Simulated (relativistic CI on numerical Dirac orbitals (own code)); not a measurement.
**Inner-shell lines of Hf53+**

Calculated at this level of theory: Dirac-Coulomb-Breit CI, separate exchange-only KLI orbitals for each configuration, model QED (radiative potential, 1s self-energy scaled to tabulated hydrogen-like ionisation energies), valence Slater integrals scaled by 0.9 (own radial code, finite nucleus).

Configuration list (outside the closed core 1s2 2s2 3s2 3p6): 2p6 3d, 2p5 3d2, 2p5 3d 4s, 2p5 3d 4d. Levels of other configurations are missing.

The table holds the strongest lines. The upper levels have an inner-shell vacancy. Auger decay, open to those above the ionisation limit, is not computed, and radiative decays to configurations outside the model are missing too. Absolute energies can be off by a few tenths of a per cent, and at this charge the scaling can make term splittings too narrow, so close lines can change order. LS names give the leading component, which can be well under half, for lower levels too. Brackets number the levels in order of energy.

```tsv
λ (Å)	Upper	Lower	A (s⁻¹)	gA (s⁻¹)
1.50322	2p5 3d2 2F°_7/2 [26]	2p6 3d 2D_5/2 [2]	2.75e+14	2.20e+15
1.49999	2p5 3d2 2F°_7/2 [28]	2p6 3d 2D_5/2 [2]	8.62e+14	6.90e+15
1.49898	2p5 3d2 2D°_3/2 [20]	2p6 3d 2D_3/2 [1]	1.98e+15	7.90e+15
1.49806	2p5 3d2 2F°_5/2 [21]	2p6 3d 2D_3/2 [1]	2.08e+15	1.25e+16
1.49746	2p5 3d2 2D°_5/2 [30]	2p6 3d 2D_5/2 [2]	2.54e+15	1.53e+16
1.49734	2p5 3d2 2P°_1/2 [22]	2p6 3d 2D_3/2 [1]	2.26e+15	4.53e+15
1.49678	2p5 3d2 2P°_3/2 [31]	2p6 3d 2D_5/2 [2]	1.79e+15	7.18e+15
1.3236	2p5 3d2 4G°_5/2 [32]	2p6 3d 2D_3/2 [1]	3.30e+14	1.98e+15
1.32066	2p5 3d2 2D°_5/2 [40]	2p6 3d 2D_5/2 [2]	1.22e+15	7.32e+15
1.3203	2p5 3d2 2D°_3/2 [33]	2p6 3d 2D_3/2 [1]	1.97e+15	7.89e+15
1.31998	2p5 3d2 2F°_7/2 [41]	2p6 3d 2D_5/2 [2]	1.24e+15	9.94e+15
1.31951	2p5 3d2 2P°_3/2 [42]	2p6 3d 2D_5/2 [2]	1.29e+15	5.18e+15
1.31924	2p5 3d2 2P°_1/2 [34]	2p6 3d 2D_3/2 [1]	9.81e+14	1.96e+15
1.17692	2p5 3d 4d 2D°_3/2 [87]	2p6 3d 2D_3/2 [1]	5.88e+14	2.35e+15
1.17678	2p5 3d 4d 2F°_5/2 [89]	2p6 3d 2D_3/2 [1]	5.97e+14	3.58e+15
1.17674	2p5 3d 4d 2P°_3/2 [117]	2p6 3d 2D_5/2 [2]	6.58e+14	2.63e+15
1.17669	2p5 3d 4d 2D°_5/2 [118]	2p6 3d 2D_5/2 [2]	3.99e+14	2.39e+15
1.17587	2p5 3d 4d 2F°_7/2 [120]	2p6 3d 2D_5/2 [2]	3.54e+14	2.83e+15
1.05907	2p5 3d 4d 2D°_5/2 [153]	2p6 3d 2D_5/2 [2]	3.83e+14	2.30e+15
1.05895	2p5 3d 4d 2F°_7/2 [154]	2p6 3d 2D_5/2 [2]	4.16e+14	3.33e+15
```
